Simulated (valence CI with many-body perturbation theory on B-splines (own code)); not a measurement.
Assign the levels of S+

Level of theory: relativistic CI+MBPT: five valence electrons over a frozen Dirac-Fock core [Ne], radial functions for each j: 10 s, 10 p, 9 d, 7 f, 4 g, 2 h, with the one-electron correlation potential Σ1, the two-electron term Σ2, the three-electron term Σ3, Breit, model QED; selected CI, second order for the rest, scaled by the run's own slope (own B-spline code, finite nucleus).

Against 49 measured levels this calculation errs by 60 cm⁻¹ on average and by 187 at most. Among the levels kept, up to 890 cm⁻¹ of a level comes from second order outside the variational space, and about a tenth of that is noise between levels of different J, which matters for small intervals.

```tsv
No.	J	Parity	E (cm⁻¹)	g
1	3/2	odd	0.0	2.002
2	3/2	odd	14975	0.801
3	5/2	odd	15003	1.200
4	1/2	odd	24712	0.666
5	3/2	odd	24756	1.333
6	5/2	even	79296	1.601
7	3/2	even	79655	1.735
8	1/2	even	79856	2.670
11	3/2	even	105571	1.333
12	1/2	even	106010	0.666
13	1/2	even	109529	2.667
14	3/2	even	109805	1.734
15	3/2	even	110170	0.400
16	5/2	even	110241	1.601
```

Energies count from the lowest level. Strongly mixed levels and levels close to another of their J and parity are left out, so the numbers can have gaps.

Problem. Give configuration and LS term of each level.

Solution. 1: 3s2.3p3 4S°; 2: 3s2.3p3 2D°; 3: 3s2.3p3 2D°; 4: 3s2.3p3 2P°; 5: 3s2.3p3 2P°; 6: 3s.3p4 4P; 7: 3s.3p4 4P; 8: 3s.3p4 4P; 11: 3s2.3p2.3d 2P; 12: 3s2.3p2.3d 2P; 13: 3s2.3p2.4s 4P; 14: 3s2.3p2.4s 4P; 15: 3s2.3p2.3d 4F; 16: 3s2.3p2.4s 4P.
